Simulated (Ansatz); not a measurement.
Geometry optimisation, UKS PBE0-D4/6-31G in Ansatz 0.2.0.

Input file:

```yaml
crystal:
  periodic: [false, false, false]
  atoms:
    - { symbol: B, position_ang: [-1.0339, 0.2541, 2.214] }
    - { symbol: B, position_ang: [-0.9172, 0.7855, 0.624] }
    - { symbol: B, position_ang: [0.0928, 0.0245, -0.4439] }
    - { symbol: C, position_ang: [0.3032, 0.565, -1.9311] }
    - { symbol: C, position_ang: [1.0029, -1.227, 0.0331] }
    - { symbol: H, position_ang: [-0.461, -0.5996, 2.6161] }
    - { symbol: H, position_ang: [-1.8034, 0.872, 2.9199] }
    - { symbol: H, position_ang: [-1.511, 1.7236, 0.2341] }
    - { symbol: H, position_ang: [0.9601, -0.033, -2.466] }
    - { symbol: H, position_ang: [0.565, 1.614, -1.899] }
    - { symbol: H, position_ang: [-0.776, 0.4869, -2.3929] }
    - { symbol: H, position_ang: [0.35, -2.0263, 0.4121] }
    - { symbol: H, position_ang: [1.5813, -1.5729, -0.796] }
    - { symbol: H, position_ang: [1.6343, -0.896, 0.9045] }
magnetization:
  spin_polarized: true
basis:
  gaussian: { orbitals: "6-31G" }
hamiltonian:
  xc: pbe0
  dispersion: d4
relax:
  f_tol: 0.02
  max_steps: 40
```

Command:

```bash
$ ansatz run input.yaml --threads 2 --pin off --max-ram 3072MiB --backend cpu --events-out ev --progress --plain --runs-dir out
```

Task: Where does it end, and by what steps?

Result: The forces met the threshold. The force dipped under the threshold on the way, but the program's further checks kept it going. Limits of this set-up: no polarisation functions. After 32 steps the energy has fallen by 1.954 eV; H8 moved furthest, 1.98 Å.

```tsv
step	energy less start (eV)	largest force component (eV/Å)	accepted
0	0.0000	3.550	yes
2	-0.7159	0.399	yes
4	-1.0180	0.833	yes
6	-1.3365	0.792	yes
8	-1.5603	0.581	yes
10	-1.7373	0.481	yes
12	-1.8853	0.219	yes
14	-1.9046	0.142	yes
16	-1.9353	0.276	yes
18	-1.9451	0.157	yes
20	-1.9500	0.039	yes
22	-1.9507	0.020	yes
24	-1.9519	0.028	yes
26	-1.9518	0.149	no
28	-1.9469	0.220	no
30	-1.9534	0.030	yes
32	-1.9536	0.011	yes
```

```xyz
14
Properties=species:S:1:pos:R:3
B -1.526 0.374 1.956
B -0.319 0.878 0.991
B 0.299 0.040 -0.305
C -0.238 0.296 -1.770
C 1.447 -1.026 -0.094
H -1.318 -0.290 2.939
H -2.681 0.614 1.720
H 0.198 1.949 1.217
H -0.212 -0.613 -2.385
H 0.456 1.009 -2.245
H -1.238 0.738 -1.831
H 0.955 -2.011 -0.032
H 2.130 -1.076 -0.953
H 2.035 -0.909 0.822
```

The run took 2.4 min on 2 threads of Arm Neoverse N1, with other jobs on the host, peak memory 0.19 GiB.
